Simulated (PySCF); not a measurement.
Compound: C5H14OSi2.
Geometry (PBE0-D3(BJ)/def2-SVP, Å), atoms numbered from 1 in this order:
```
atom  x, y, z in Å
C1     2.748   -0.401   -0.145
C2     1.723   -0.295   -1.272
C3     0.370    0.153   -0.772
C4    -0.073    1.402   -1.026
Si5   -1.662    2.213   -0.472
Si6   -0.629   -1.142    0.198
C7    -2.212   -1.521   -0.730
O8    -0.890   -0.701    1.788
H9     2.908    0.579    0.329
H10    3.716   -0.763   -0.524
H11    2.415   -1.098    0.640
H12    1.628   -1.281   -1.763
H13    2.084    0.407   -2.043
H14    0.585    2.052   -1.628
H15   -2.672    2.290   -1.573
H16   -2.292    1.462    0.662
H17   -1.383    3.604   -0.001
H18    0.200   -2.379    0.284
H19   -2.814   -2.267   -0.187
H20   -1.967   -1.935   -1.721
H21   -2.835   -0.627   -0.888
H22   -1.339    0.140    1.919
```

The calculation used TDDFT CAM-B3LYP/def2-SVPD, vertical, gas phase, core orbitals frozen in the response (PySCF).

Transition dipole moments from the ground state, in atomic units and in the frame of the coordinates above (overall signs are arbitrary), for the states with f of 0.002 or more among the lowest 8:

```csv
state,E (hartree),μx,μy,μz
S1,0.2094,-0.090,-0.014,-0.118
S2,0.2288,0.731,-1.315,0.178
S4,0.2611,-0.009,0.193,0.129
S5,0.2669,-0.158,0.126,-0.006
S6,0.2730,-0.443,0.176,-0.044
S7,0.2775,-0.265,-0.082,-0.016
S8,0.2891,0.029,-0.239,0.165
```

**Question.** Work out the oscillator strengths.

**Answer.** f = (2/3) ΔE |μ|² with ΔE in hartree (27.2114 eV).

```tsv
state	|μ|² (au)	|μ| (D)	f
S1	0.022	0.38	0.003
S2	2.297	3.85	0.350
S4	0.054	0.59	0.009
S5	0.041	0.51	0.007
S6	0.229	1.22	0.042
S7	0.077	0.71	0.014
S8	0.085	0.74	0.016
```

**Question.** Which bond between heavy atoms lies closest to the direction of the S2 transition dipole?

**Answer.** C3–C4, at 10° from it; next C4–Si5 at 41°.

**Question.** What angle do the transition dipoles of S7 and S8 make?

**Answer.** |cos θ| = |μa·μb| / (|μa| |μb|) = 0.11, so θ ≈ 83° (taken between 0 and 90°, since the signs are arbitrary).

**Question.** What peak molar absorption coefficient would the strongest computed level give as a lone Gaussian band 0.3 eV wide at half height?

**Answer.** ε(max) = 2.175×10⁸ f / FWHM, with the width in cm⁻¹. S2: 2.175×10⁸ × 0.3503 / 2420 ≈ 31000 L mol⁻¹ cm⁻¹.

The vertical ionisation energy (ΔSCF) is 9.42 eV, 1.55 eV above S8.

On one thread, Arm Neoverse N1 (aarch64), no GPU (shared host), this took 10 min of wall time (with the writing of density and orbital grids) and 1.6 GiB of memory at its peak.

One conformer stands for the species.
